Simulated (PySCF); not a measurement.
# How methods differ on the ionisation energy of B(2+)

B(2+) [He] 2s1 [2s1/2^1, M_J = 1/2] → B(3+) 1s2, as a difference of total energies. All numbers are calculated (PySCF 2.14, the two-component X2C-1e Hamiltonian, in x2c-SVPall-2c (3s2p1d, 14 functions)). Correlated levels: 1s2 frozen. "Screened" scales the spin-orbit matrix elements by Boettger's factors to mimic the two-electron term; Breit and QED terms are absent.

```
                        method  ionisation energy (eV)
     GHF (screened spin-orbit)                  37.320
    GMP2 (screened spin-orbit)                  37.320
   GCCSD (screened spin-orbit)                  37.320
GCCSD(T) (screened spin-orbit)                  37.320
```

Errors of the correlated levels include the incompleteness of this basis and the frozen core.

For comparison: 37.931 eV (measured; NIST Atomic Spectra Database, ionization energies).
